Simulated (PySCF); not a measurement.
Hf(OH)4, SMILES [OH][Hf]([OH])([OH])[OH] (H4HfO4) (CAM-B3LYP/def2-SVP optimised geometry):

```
9

Hf    -0.963    -1.362     0.000
O     -1.605    -2.274    -1.581
H     -1.920    -2.716    -2.367
O     -1.610    -2.275     1.579
H     -1.932    -2.729     2.355
O      0.971    -1.362     0.000
H      1.926    -1.358    -0.010
O     -1.608     0.462     0.000
H     -1.926     1.362    -0.014
```

Method: CAM-B3LYP/def2-TZVP, def2 effective core potentials past Kr in PySCF 2.14.0.

Task: What are the frontier orbital energies and the dipole moment?

Result: HOMO-2 -9.92 eV, HOMO-1 -9.91 eV, HOMO -9.91 eV, LUMO 0.75 eV, LUMO+1 2.36 eV; dipole moment 0.06 D.
